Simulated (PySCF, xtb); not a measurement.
diethyl sulfide cation (C₄H₁₀S), SMILES CCSCC (connectivity only; charge and spin as stated), charge +1, multiplicity 2. Atoms are numbered in the order given.

```xyz
15

C      2.5652    -0.2172    -0.2886
C      1.2077     0.4461    -0.4199
S      0.0115    -0.1701     0.7796
C     -1.5573     0.5145     0.2037
C     -2.2368    -0.4401    -0.7899
H      3.0058    -0.0605     0.7066
H      3.2412     0.2364    -1.0286
H      2.5151    -1.2960    -0.4936
H      1.2445     1.5420    -0.2415
H      0.7416     0.3152    -1.4165
H     -1.3533     1.5047    -0.2359
H     -2.1616     0.6361     1.1179
H     -2.4356    -1.4256    -0.3458
H     -1.6498    -0.5648    -1.7110
H     -3.2038     0.0142    -1.0578
```
Charge +1, spin multiplicity 2.

Geometry optimised at r2SCAN-D4/def2-SVP. The spin state was assumed, not searched. The values are those of a single conformer.

These are IEF-PCM-ωB97X/def2-SVP (PySCF) values and carry that method's errors.

The values are the electrostatic part of the solvation free energy, E(continuum) − E(gas) at the gas-phase geometry, in a cavity of scaled van der Waals radii (PySCF's table); cavitation and dispersion terms are not included.

Computed values in water (ε = 78.36), acetonitrile (ε = 35.69), ethanol (ε = 24.85):
```json
[
 {"solvent": "water", "ε": "78.36", "ΔG(elec) (kcal/mol)": "-56.2"},
 {"solvent": "acetonitrile", "ε": "35.69", "ΔG(elec) (kcal/mol)": "-55.2"},
 {"solvent": "ethanol", "ε": "24.85", "ΔG(elec) (kcal/mol)": "-54.5"}
]
```

For comparison, GFN2-xTB/ALPB(water) (xtb, at the GFN2-xTB geometry, all terms of that model) gives -52.3 kcal/mol.
